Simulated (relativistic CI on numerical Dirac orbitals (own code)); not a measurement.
# Mn³⁺ in a cubic cluster: L2,3 absorption with charge transfer

Computed with a charge-transfer multiplet model of a cubic metal-ligand cluster with up to one ligand hole, Slater and spin-orbit integrals from Dirac-Coulomb-Breit ions, Slater integrals scaled by 0.8. The ground state mixes d4 with configurations of k ligand holes L, whose averages lie at kΔ + k(k − 1)U_dd/2; a core hole lowers each added d electron by U_cd. 300 K, Lorentzian 0.4 eV and Gaussian 0.3 eV FWHM.

Atomic integrals in eV (Slater integrals scaled, ζ unscaled), ground: F2dd 9.084, F4dd 5.682, zeta_d 0.043; with the core hole: F2dd 9.718, F4dd 6.082, zeta_d 0.060, zeta_core 6.788, F2cd 5.619, G1cd 4.209, G3cd 2.391.

Cluster parameters (eV): Δ = 4.3, U_dd = 5.3, U_cd = 6.6, 10Dq = 1.85, 10Dq(ligand) = 0.2, final-state hopping factor = 0.9.

```tsv
Case	n_d	d4	d5L	S
V(eg) = 1.8 eV, V(t2g) = -0.92 eV	4.23	0.77	0.23	2.00
V(eg) = 2.1 eV, V(t2g) = -1.07 eV	4.25	0.75	0.25	1.99
V(eg) = 2.4 eV, V(t2g) = -1.23 eV	4.28	0.72	0.28	1.99
```

Weights, n_d and S are thermal averages at 300 K. Photon energies count from the first peak over 30 % of the highest in each spectrum, which can be another peak from case to case. The parameters are a model scan and need not match a compound or its usual spin state. Peaks in eV (height, largest 100):
- V(eg) = 1.8 eV, V(t2g) = -0.92 eV: 0.0 (58), 2.1 (100), 2.9 (70), 9.1 (16), 10.4 (37), 12.5 (27), 13.3 (31)
- V(eg) = 2.1 eV, V(t2g) = -1.07 eV: 0.0 (57), 2.1 (100), 3.0 (69), 9.2 (16), 10.5 (35), 12.4 (27), 13.4 (31)
- V(eg) = 2.4 eV, V(t2g) = -1.23 eV: 0.0 (57), 2.1 (100), 3.0 (68), 6.6 (7), 9.3 (15), 10.5 (34), 12.4 (27), 13.4 (29)

For the case V(eg) = 1.8 eV, V(t2g) = -0.92 eV, Δ = 4.3 eV is smaller than U_dd = 5.3 eV, the charge-transfer side of the Zaanen-Sawatzky-Allen scheme. With the core hole the configuration with one ligand hole lies at Δ + U_dd − U_cd = 3.0 eV above the one without, against Δ in the ground state. The added d electron screens the hole, so the order of the configurations is kept and charge-transfer satellites are weaker than in photoemission.

With at most 1 ligand hole the space is cut while the next configuration still counts, so covalency is underestimated, and a final configuration with one more ligand hole, which can lie low, is missing from the spectra.
